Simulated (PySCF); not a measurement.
Si(Br)(OH)2(OMe) (CH5BrO3Si), SMILES CO[Si](O)(O)Br.

The structure is a stationary point at PBE-D3(BJ)/def2-SVP. The values are those of a single conformer.

Two levels are set side by side: TDA-PBE/def2-SVPD (PySCF) and TDA-ωB97X/def2-SVPD (PySCF). Vertical, same geometry. The lowest singlet is HOMO→LUMO 99 % with PBE and HOMO→LUMO 56 % with the other functional; states are paired by order. Differences are taken from unrounded values.

```tsv
quantity	TDA-ωB97X
lowest singlet excitation (eV)	7.56
lowest triplet excitation (TDA) (eV)	7.08
first bright state (f over 0.05) (eV)	8.60
its oscillator strength	0.06
```

Task: What does TDA-PBE give, and how far is it from TDA-ωB97X? (Estimate from the structure and the level; the computed values follow.)

Result: 
```
quantity                               TDA-PBE  TDA-PBE minus TDA-ωB97X
-------------------------------------  -------  -----------------------
lowest singlet excitation (eV)            6.00                    -1.56
lowest triplet excitation (TDA) (eV)      5.86                    -1.22
first bright state (f over 0.05) (eV)     7.27                    -1.33
its oscillator strength                   0.06                     0.00
```

A lower first singlet is the usual sign of a functional without exact exchange. Differences between two approximate levels are no errors against the true value.

Rough cost on one machine, each run with all the roots and properties that it gave: TDA-ωB97X against TDA-PBE about 5 times.
